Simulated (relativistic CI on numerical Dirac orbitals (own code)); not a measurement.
# Line list: Forbidden lines, Ce LI

These numbers are calculated, not measured: Dirac-Coulomb-Breit CI, KLI orbitals optimised for each configuration, model QED (radiative potential, 1s self-energy scaled to tabulated hydrogen-like ionisation energies), unscaled Slater integrals (own radial code, finite nucleus).

CI space (outside the closed core 1s2): 2s²2p⁴, 2s2p⁵, 2p⁶, 2p⁵3s, 2p⁵3p, 2p⁵3d, 2s²2p³3s, 2s²2p³3p, 2s²2p³3d, 2s2p⁴3s, 2s2p⁴3p, 2s2p⁴3d, 2s²2p³4s, 2s²2p³4p, 2s²2p³4d, 2s²2p³4f, 2s2p⁴4s, 2s2p⁴4p, 2s²2p²3s², 2s2p⁴4d, 2s2p⁴4f, 2s²2p²3s3p, 2s²2p³5s, 2s²2p³5p, 2s²2p²3s3d, 2s²2p³5d, 2s²2p²3p², 2s²2p³5f, 2s²2p³5g, 2s²2p²3p3d, 2s2p³3s², 2s²2p²3d², 2s2p³3s3p, 2s2p³3s3d, 2s2p³3p², 2s2p⁴5s. Levels of other configurations are missing.

| λ vac (nm) | Lower | Upper | Type | A (s⁻¹) | E lower (eV) | E upper (eV) |
| --- | --- | --- | --- | --- | --- | --- |
| 0.19612 | 2s2p⁵ ³P°2 [5] | 2p⁵3d ³D°3 [209] | E2 | 9.93e+11 | 748.78 | 7070.64 |
| 0.19627 | 2s²2p⁴ ³P1 [3] | 2s2p⁴3d ³F3 [187] | E2 | 1.55e+12 | 461.28 | 6778.23 |
| 0.19636 | 2s2p⁵ ³P°2 [5] | 2p⁵3d ¹D°2 [208] | E2 | 3.72e+11 | 748.78 | 7062.85 |
| 0.19636 | 2s2p⁵ ³P°0 [8] | 2p⁵3d ³P°2 [249] | E2 | 1.01e+12 | 1218.75 | 7532.81 |
| 0.19637 | 2s²2p⁴ ¹D2 [4] | 2s2p⁴3d ¹F3 [190] | E2 | 1.17e+12 | 478.80 | 6792.69 |
| 0.19644 | 2s²2p⁴ ¹D2 [4] | 2s2p⁴3d ³F4 [189] | E2 | 1.38e+12 | 478.80 | 6790.33 |
| 0.19647 | 2s²2p⁴ ³P2 [1] | 2s2p⁴3d ³F4 [114] | E2 | 1.69e+12 | 0.00 | 6310.67 |
| 0.19653 | 2s2p⁵ ³P°2 [5] | 2p⁵3d ³F°4 [207] | E2 | 1.69e+12 | 748.78 | 7057.41 |
| 0.19694 | 2s²2p⁴ ³P0 [7] | 2s2p⁴3d ¹D2 [224] | E2 | 2.81e+12 | 955.59 | 7251.07 |
| 0.19723 | 2s2p⁵ ³P°2 [5] | 2p⁵3d ³D°2 [206] | E2 | 1.31e+12 | 748.78 | 7035.08 |
| 0.19734 | 2s2p⁵ ³P°1 [9] | 2p⁵3d ³F°3 [250] | E2 | 1.69e+12 | 1252.20 | 7534.99 |
| 0.19735 | 2s²2p⁴ ³P1 [3] | 2s2p⁴3d ³D1 [178] | E2 | 1.96e+12 | 461.28 | 6743.75 |
| 0.19735 | 2s²2p⁴ ³P2 [1] | 2s2p⁴3d ³D1 [111] | E2 | 1.09e+12 | 0.00 | 6282.33 |
| 0.19740 | 2s2p⁵ ³P°2 [5] | 2p⁵3d ³F°3 [205] | E2 | 6.87e+11 | 748.78 | 7029.65 |
| 0.19741 | 2s2p⁵ ³P°1 [9] | 2p⁵3d ³P°2 [249] | E2 | 6.74e+11 | 1252.20 | 7532.81 |
| 0.19741 | 2s²2p⁴ ¹S0 [2] | 2s2p⁴3d ¹D2 [116] | E2 | 2.10e+12 | 42.40 | 6322.92 |
| 0.19742 | 2s2p⁵ ³P°0 [8] | 2p⁵3d ³F°2 [247] | E2 | 6.82e+11 | 1218.75 | 7498.95 |
| 0.19747 | 2s2p⁵ ³P°2 [5] | 2p⁵3d ³P°1 [204] | E2 | 1.68e+12 | 748.78 | 7027.26 |
| 0.19750 | 2s²2p⁴ ¹D2 [4] | 2s2p⁴3d ¹F3 [181] | E2 | 9.52e+11 | 478.80 | 6756.38 |
| 0.19769 | 2s2p⁵ ³P°2 [5] | 2p⁵3d ³P°0 [203] | E2 | 1.68e+12 | 748.78 | 7020.45 |
| 0.19796 | 2s²2p⁴ ¹D2 [4] | 2s2p⁴3d ³F4 [177] | E2 | 9.91e+11 | 478.80 | 6741.96 |
| 0.19799 | 2s2p⁵ ¹P°1 [6] | 2p⁵3d ³D°3 [209] | E2 | 6.77e+11 | 808.58 | 7070.64 |
| 0.19802 | 2s²2p⁴ ¹D2 [4] | 2s2p⁴3d ³D3 [176] | E2 | 8.26e+11 | 478.80 | 6740.03 |
| 0.19824 | 2s2p⁵ ¹P°1 [6] | 2p⁵3d ¹D°2 [208] | E2 | 1.28e+12 | 808.58 | 7062.85 |
| 0.19848 | 2s2p⁵ ³P°1 [9] | 2p⁵3d ³F°2 [247] | E2 | 9.75e+11 | 1252.20 | 7498.95 |
| 0.19851 | 2s²2p⁴ ³P1 [3] | 2s2p⁴3d ³F3 [168] | E2 | 9.13e+11 | 461.28 | 6707.08 |
| 0.19907 | 2s²2p⁴ ³P2 [1] | 2s2p⁴3d ³F4 [100] | E2 | 9.56e+11 | 0.00 | 6228.16 |
| 0.19912 | 2s2p⁵ ¹P°1 [6] | 2p⁵3d ³D°2 [206] | E2 | 3.48e+11 | 808.58 | 7035.08 |
| 0.19923 | 2s²2p⁴ ¹D2 [4] | 2s2p⁴3d ³F4 [166] | E2 | 1.01e+12 | 478.80 | 6702.12 |
| 0.19930 | 2s2p⁵ ¹P°1 [6] | 2p⁵3d ³F°3 [205] | E2 | 9.67e+11 | 808.58 | 7029.65 |
| 0.19996 | 2s²2p⁴ ³P2 [1] | 2s2p⁴3d ⁵F4 [97] | E2 | 7.03e+11 | 0.00 | 6200.53 |
| 0.20011 | 2s²2p⁴ ³P2 [1] | 2s2p⁴3d ⁵D3 [95] | E2 | 2.93e+11 | 0.00 | 6195.73 |
| 0.21037 | 2s²2p⁴ ³P1 [3] | 2s²2p³3p ³D3 [120] | E2 | 1.70e+11 | 461.28 | 6354.91 |
| 0.21051 | 2s²2p⁴ ¹D2 [4] | 2s²2p³3p ³P2 [122] | E2 | 1.96e+11 | 478.80 | 6368.53 |
| 0.21075 | 2s²2p⁴ ¹S0 [2] | 2s²2p³3p ¹D2 [50] | E2 | 1.52e+11 | 42.40 | 5925.37 |
| 0.21093 | 2s²2p⁴ ³P2 [1] | 2s²2p³3p ³F4 [44] | E2 | 2.65e+11 | 0.00 | 5878.00 |
| 0.21110 | 2s²2p⁴ ³P2 [1] | 2s²2p³3p ³D3 [43] | E2 | 1.81e+11 | 0.00 | 5873.27 |
| 0.21172 | 2s2p⁵ ³P°2 [5] | 2s2p⁴3p ³F°4 [150] | E2 | 2.86e+11 | 748.78 | 6604.93 |
| 0.22918 | 2s²2p⁴ ³P2 [1] | 2s²2p³3p ³P1 [16] | E2 | 2.20e+11 | 0.00 | 5409.82 |
| 0.22919 | 2s²2p⁴ ³P2 [1] | 2s²2p³3p ³D3 [15] | E2 | 2.09e+11 | 0.00 | 5409.66 |
| 0.22963 | 2s²2p⁴ ¹D2 [4] | 2s²2p³3p ³F4 [44] | E2 | 9.99e+10 | 478.80 | 5878.00 |
| 0.23483 | 2s²2p⁴ ³P2 [1] | 2s²2p³3p ³D2 [14] | E2 | 3.83e+11 | 0.00 | 5279.69 |
| 0.23491 | 2s²2p⁴ ³P2 [1] | 2s²2p³3p ³P1 [13] | E2 | 2.88e+11 | 0.00 | 5277.83 |
| 0.23531 | 2s²2p⁴ ³P1 [3] | 2s²2p³3p ³F2 [34] | E2 | 2.69e+11 | 461.28 | 5730.24 |
| 0.23537 | 2s²2p⁴ ¹D2 [4] | 2s²2p³3p ³F3 [35] | E2 | 3.26e+11 | 478.80 | 5746.37 |

Terms are leading LS components. Brackets give the number of a level in order of energy, since labels repeat. The list gives strong lines, with weight on those to low levels, among the lowest 400 of 1493 levels, so that lines to higher ones, which can be the strongest, are missing. Levels whose partners in the same complex of configurations lie outside the list can be far off, and so can their lines. Rates are taken at the computed energies, electric ones in the length gauge.

At this charge energies of transitions that change n are usually good to better than 1 %, and those within a shell (Δn = 0) to a few per cent.

LS names give the leading component of a level, which can be under half, so a name can repeat, a term be missing and a line seem to break the LS rules.
